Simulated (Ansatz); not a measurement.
Consider the redistribution: `[AlH2][O][SnH2][SiH3]` + `C[SiH](C)[NH][AlH2]` → `C[SiH]([SiH3])[NH][AlH2]` + `[CH3][SnH2][O][AlH2]`.

Program: Ansatz. Geometries: PBE0-D4/def2-TZVP. ΔE: electronic, gas phase. CCSD(T)/CBS is the MP2 limit (def2-TZVPP, def2-QZVPP) plus CCSD(T) − MP2 in def2-TZVPP, frozen cores. Functionals use def2-TZVPP. def2 core potentials past Kr. For Sn outer-core shells are correlated without core-valence functions, which leaves a few kJ/mol of doubt a bond. One conformer a species, not always the lowest.

| level | ΔE (eV) |
| --- | --- |
| ωB97X-V | 0.46 |
| r2SCAN | 0.48 |
| PBE0 | 0.46 |
| SCS-MP2/def2-TZVPP | 0.44 |

Task: What does CCSD(T)/CBS give? (Best estimate.)

Result: The calculation gave: +0.45 eV. The listed levels differ from it by 0.01, 0.03, 0.01, -0.01 eV.

Largest T1 diagnostic among the species: 0.014.
